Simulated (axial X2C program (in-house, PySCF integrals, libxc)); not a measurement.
# Spin–orbit effects down a group: molecules with I (ions), PBE0

All values come from calculations with an in-house all-electron X2C program for linear molecules (integrals from PySCF), spin-free (one-electron X2C) or two-component (2c: spin–orbit coupling with atomic mean-field Coulomb and Gaunt terms, which also bring small scalar terms), in Dyall basis sets with cores contracted in-house; open shells are unrestricted.

Basis sets: C dyall-v3z, Ge dyall-cv3z, I dyall-cv3z, Si dyall-v3z, Sn dyall-cv3z.

| molecule | spin-free state | Re (Å) | ωe (cm⁻¹) | De (eV) | 2c state | Re 2c (Å) | ωe 2c (cm⁻¹) | De 2c (eV) |
| --- | --- | --- | --- | --- | --- | --- | --- | --- |
| CI⁺ | M_S = 0, Λ = 0 | 1.901 | 854.8 | 4.99 | Ω = 0 | 1.905 | 845.6 | 4.60 |
| SiI⁺ | M_S = 0, Λ = 0 | 2.323 | 453.6 | 4.25 | Ω = 0 | 2.327 | 449.5 | 4.01 |
| GeI⁺ | ? | ? | ? | ? | ? | ? | ? | ? |
| SnI⁺ | M_S = 0, Λ = 0 | 2.596 | 241.8 | 3.54 | Ω = 0 | 2.601 | 238.8 | n/a |

Task: Estimate the 2c Re and ωe of GeI⁺ as the mean of its neighbours in the table.

Result: Re ≈ 2.464 Å, ωe ≈ 344.1 cm⁻¹. The PBE0 runs give the row below, so the estimate misses by 0.060 Å and 44.0 cm⁻¹.

| molecule | spin-free state | Re (Å) | ωe (cm⁻¹) | De (eV) | 2c state | Re 2c (Å) | ωe 2c (cm⁻¹) | De 2c (eV) |
| --- | --- | --- | --- | --- | --- | --- | --- | --- |
| GeI⁺ | M_S = 0, Λ = 0 | 2.399 | 303.1 | 3.94 | Ω = 0 | 2.404 | 300.1 | n/a |

Fragments in 2c: I+ + C, I + Si+, I + Ge+, I + Sn+. Each entry is the lowest single determinant of a limited PBE0 search at one distance. De goes to single-determinant-based atoms at the same level (for ions the charge split of lowest energy) and is withheld (n/a) where an atom does not fit its ground term or J level. Main or longest-lived isotopes. Some light 2c atoms are not at their ground J level, so De misses part of their lowering (0.04 eV or less). The functionals have no current term, which raises determinants with orbital currents.
